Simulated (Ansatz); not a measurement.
**Worked example: CH3Br + C2H4Br2 → C2H6 + CHBr3**

Species: CH3Br (bromomethane) `CBr`, singlet; C2H4Br2 (1,1-dibromoethane) `CC(Br)Br`, singlet; C2H6 (ethane) `CC`, singlet; CHBr3 (bromoform) `BrC(Br)Br`, singlet. The partners trade Br for CH3; both sit on C, so the bond types are kept.

Shapes, held fixed at every level: PBE0-D4/def2-TZVP. Programs: Ansatz 0.2.0. The zero-point and thermal change to 298 K, harmonic and unscaled (PBE0-D4/def2-TZVP), is -1.1 kJ/mol.

At CCSD(T)/def2-TZVPP; 1 Eh = 2625.50 kJ/mol:

| species | energy (Eh) |
| --- | --- |
| CH3Br | -2612.542543 |
| C2H4Br2 | -5223.890235 |
| C2H6 | -79.675440 |
| CHBr3 | -7756.741522 |

Question: Work out ΔH(298 K) of the reaction at this level.

Answer: 
1. Products less reactants: (-79.675440) + (-7756.741522) − [(-2612.542543) + (-5223.890235)] = 0.015816 Eh = +41.5 kJ/mol.
2. With the thermal change: +41.5 + (-1.1) = +40.4 kJ/mol.

Other levels give +36.6 (B3LYP-D4/def2-TZVPP) to +53.5 kJ/mol (HF/def2-SVP). No measured value is set beside it here. Relativity is left out for Br. Outer-core shells of Br are correlated in most correlated rows, in sets that cover them unevenly.
